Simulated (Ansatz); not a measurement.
A nudged elastic band was laid between two geometries of AlFH2S2 (6 atoms, charge 0, multiplicity 1).

Method: RKS PBE-D4/6-31G* in Ansatz 0.2.0.

```yaml
movable_images: 6
climbing_image: no
spring: 5.0 eV/Å²
optimiser: quadratic models (default)
start_path: through a guess of the saddle point
force_threshold: 0.05 eV/Å
iteration_limit: 60
end_points: relaxed
```

First end point:

```xyz
6
Properties=species:S:1:pos:R:3
F -0.792 -1.417 -0.638
Al -0.024 -0.065 -0.031
S 2.143 -0.091 0.284
S -1.186 1.728 0.447
H 2.260 -1.365 -0.182
H -2.359 1.145 0.073
```

Last end point:

```xyz
6
Properties=species:S:1:pos:R:3
F 0.324 -2.214 -0.290
Al 0.927 -0.771 0.293
S 2.398 0.448 1.003
S -1.243 0.523 0.184
H -1.733 0.271 -1.063
H -0.630 1.680 -0.174
```

**Question.** Which bonds break or form, and what moves?

**Answer.** Bonds broken: S3–H5. Bonds formed: S4–H5.

**Question.** Give the energies along the band, and the barrier.

**Answer.** The run ended unconverged. The highest image is number 6 of 0 to 7, 156.9 kJ/mol above the first end and 4.6 kJ/mol above the last; the last end lies 152.3 kJ/mol above the first. The band didn't meet its force threshold, so its energies are provisional: the largest band force was still 0.16 eV/Å, and over the last iterations the top stayed at 1.63 eV. Neighbouring images lie up to 2.2 Å apart, so the band is torn or far too coarse. The orbitals stay closed-shell, which can raise the energy where a bond breaks towards radicals; this wasn't checked here.

| image | path coordinate (Å) | energy (kJ/mol) | S3–H5 (Å) | S4–H5 (Å) |
| --- | --- | --- | --- | --- |
| 0 | 0.00 | 0.0 | 1.36 | 4.67 |
| 1 | 2.15 | 8.6 | 1.36 | 3.55 |
| 2 | 4.31 | 19.1 | 1.37 | 4.57 |
| 3 | 6.47 | 14.9 | 1.36 | 4.01 |
| 4 | 8.62 | 12.5 | 1.37 | 2.88 |
| 5 | 10.78 | 153.2 | 3.61 | 1.36 |
| 6 | 12.93 | 156.9 | 3.47 | 1.36 |
| 7 | 15.09 | 152.3 | 4.62 | 1.36 |

Time of the run: 13 min on 1 thread of Arm Neoverse V1 (shared host), peak memory 0.12 GiB.
